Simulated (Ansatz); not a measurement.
`C[O][Mg][Br]` + silanol → `C[O][Mg][O][SiH3]` + HBr at 298.15 K and 1 bar (ligand exchange at a Mg–Br bond).

Computed with Ansatz on PBE0-D4/def2-TZVP structures; ΔE is electronic, products minus reactants. CBS: MP2 limit from def2 TZ/QZ plus the TZ coupled-cluster correction, frozen cores. For Br, Mg outer-core shells are correlated without core-valence functions, which leaves a few kJ/mol of doubt a bond. Scalar relativity is left out up to krypton. One conformer a species, not always the lowest.

```tsv
species	CCSD(T)/CBS energy (Eh)	H − E (kJ/mol)	S (J/(mol·K))
`C[O][Mg][Br]`	-2888.35255	130.2	334.3
`O[SiH3]`	-366.69042	113.6	257.8
`C[O][Mg][O][SiH3]`	-681.10456	211.0	402.2
HBr	-2573.91920	24.6	198.6
```

H − E and S are ideal-gas, rigid-rotor, harmonic terms from PBE0-D4/def2-TZVP, for one conformer and one mirror image of each species. 1 Eh = 2625.50 kJ/mol, R = 8.31446 J/(mol·K).

Problem. By hand: ΔE, ΔH, ΔS and ΔG.

Solution. ΔE = (-681.10456) + (-2573.91920) − (-2888.35255) − (-366.69042) = 0.01921 Eh = 50.4 kJ/mol. Δ(H − E) = 211.0 + 24.6 − 130.2 − 113.6 = -8.2, so ΔH = 42.2 kJ/mol. ΔS = 402.2 + 198.6 − 334.3 − 257.8 = 8.7 J/(mol·K). ΔG = 42.2 − 298.15 × (8.7)/1000 = 39.6 kJ/mol.

Problem. By hand: the equilibrium constant, and the temperature at which ΔG would vanish if ΔH and ΔS stayed fixed.

Solution. log₁₀ K = −ΔG/(RT ln 10) = -6.9. ΔG = 0 at ΔH/ΔS = 4851 K, far beyond where these terms or the molecules hold.

The number of gas molecules stays the same, so ΔS is small and ΔH decides. A doubt of 5 kJ/mol in ΔE shifts log₁₀ K by 0.9 here. Other conformers and mirror images would add mixing entropy, several J/(mol·K) or more a flexible species. Modes under 60 cm⁻¹, often nearly free rotors, make the harmonic entropy too high. These are equilibria of isolated gas molecules and say nothing of rates. Largest T1 diagnostic: 0.011 (customary marks: 0.02 for closed shells, 0.045 for open ones).
